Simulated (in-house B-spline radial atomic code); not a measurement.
The numbers below are computed, except where a source is named.
# Ti4+ at several levels of theory

Ground configuration [Ne] 3s2 3p6. All numbers come from an all-electron radial atomic-structure program (B-spline basis), all electrons, at the radial basis limit. Mean-field, RPA, GW and linear-response runs are scalar-relativistic (one-electron X2C), no spin-orbit coupling, without Breit or QED terms, open shells spin-polarised at highest spin; the many-body runs on Dirac-Hartree-Fock orbitals are four-component, and their energies hold both.

**Ionisation energy.** The reference is 99.299 ± 0.012 eV (NIST, measured). It runs between the lowest fine-structure levels, while the runs without spin-orbit coupling give shell averages, so part of their difference is this splitting, and a close match can be a cancellation.

```json
{"method": "minus the highest LDA VWN5 level", "value (eV)": "89.41", "minus reference (eV)": "-9.89"}
{"method": "minus the highest PBE level", "value (eV)": "89.39", "minus reference (eV)": "-9.91"}
{"method": "G0W0 on PBE", "value (eV)": "99.37", "minus reference (eV)": "+0.07"}
{"method": "minus the highest r2SCAN level", "value (eV)": "90.31", "minus reference (eV)": "-8.99"}
{"method": "minus the highest PBE0 level", "value (eV)": "92.25", "minus reference (eV)": "-7.05"}
{"method": "G0W0 on PBE0", "value (eV)": "99.55", "minus reference (eV)": "+0.25"}
{"method": "minus the highest B3LYP (VWN-RPA) level", "value (eV)": "91.70", "minus reference (eV)": "-7.60"}
{"method": "minus the highest CAM-B3LYP level", "value (eV)": "93.68", "minus reference (eV)": "-5.62"}
{"method": "minus the highest LC-wPBE level", "value (eV)": "94.96", "minus reference (eV)": "-4.34"}
{"method": "minus the highest Hartree-Fock level", "value (eV)": "99.42", "minus reference (eV)": "+0.12"}
{"method": "G0W0 on Hartree-Fock", "value (eV)": "99.96", "minus reference (eV)": "+0.66"}
{"method": "Dirac-Fock + self-energy with TDHF screening (3p3/2)", "value (eV)": "99.29", "minus reference (eV)": "-0.01"}
```

Question: Which methods come closest, and which lies farthest off?

Answer: Closest: Dirac-Fock + self-energy with TDHF screening (3p3/2) (-0.01 eV) and G0W0 on PBE (+0.07 eV). Farthest: minus the highest PBE level (-9.91 eV). The TDHF-screened form was chosen among four for its agreement on 13 closed-shell atoms.

**Static dipole polarisability and C6** of two like species, by linear response (no reference value is at hand):

| method | α (bohr³) | C6 (hartree·bohr⁶) |
| --- | --- | --- |
| LDA VWN5 | 1.496 | 3.249 |
| PBE | 1.492 | 3.243 |
| PBE0 | 1.486 | 3.225 |
| B3LYP (VWN-RPA) | 1.491 | 3.238 |
| CAM-B3LYP | 1.493 | 3.243 |
| LC-wPBE | 1.488 | 3.233 |
| TDHF | 1.482 | 3.211 |
| relativistic RPA (four-component TDHF) | 1.482 | 3.211 |

Question: What mean excitation energy do α and C6 imply in London's formula C6 = (3/4) α² ω?

Answer: LDA VWN5: ω = 1.936 hartree; relativistic RPA (four-component TDHF): ω = 1.949 hartree. A method that puts the excitations lower gives a larger α and a smaller ω.

Run times on one thread of shared hosts: mean field, RPA, SOSEX and G0W0 on PBE, 2.1 s (Arm Neoverse N1); TDDFT with PBE, 0.8 s (Arm Neoverse N1); removal energies by the self-energy, 6.6 s (Arm Neoverse V2).
